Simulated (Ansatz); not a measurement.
F2Mg, charge +1, doublet, at a GFN2-xTB geometry (such geometries of metal compounds can be far from the true shape) (a state made from the parent by changing its charge; the spin is typed, not shown lowest); CAM-B3LYP/aug-cc-pVDZ (Ansatz, an electronic-structure program).

Here is a job for Ansatz.
Ansatz 0.2 input:
```yaml
crystal:
  periodic: [false, false, false]
  atoms:
    - {symbol: Mg, position_ang: [0.02084867, -0.00292335, -0.00700014]}
    - {symbol: F, position_ang: [-0.22416534, 1.32081815, -1.17235055]}
    - {symbol: F, position_ang: [0.19636712, -1.31692035, 1.18168407]}
basis:
  gaussian:
    orbitals: aug-cc-pVDZ
hamiltonian:
  xc: cam_b3lyp
total_charge: 1
magnetization: {spin_polarized: true, initial_magnetization: 1}
accuracy: high
```

Question: What does Ansatz print? Leave out banner, timings and long lists.

Answer: 
```
Functional definition: CAM-B3LYP
1351 factors; integrals over basis functions are off by at most 3.2e-9 eV
405 factors; integrals over basis functions are off by at most 1.4e-9 eV
mean field evaluation 1: about -10859.2631 eV, gradient 5.3e1 eV
mean field evaluation 2: about -10853.7270 eV, gradient 7.0e1 eV
mean field evaluation 4: about -10868.0953 eV, gradient 1.4e-1 eV
mean field evaluation 8: about -10868.1209 eV, gradient 5.0e-2 eV
mean field evaluation 16: about -10868.1209 eV, gradient 1.2e-4 eV
mean field evaluation 32: about -10868.1209 eV, gradient 1.1e-7 eV
mean field -10868.12093660 eV, -399.3960777429 hartree, gradient 2.8e-8 eV, S^2 0.760186; 4 other end points of the search recorded, 0 dependent functions left out
reference -10868.12095743 eV, -399.3960785085 hartree; 15, 14 occupied and 58, 59 virtual orbitals, 1351 factors
Total energy: -10868.12095743 eV, -399.3960785085 hartree
```
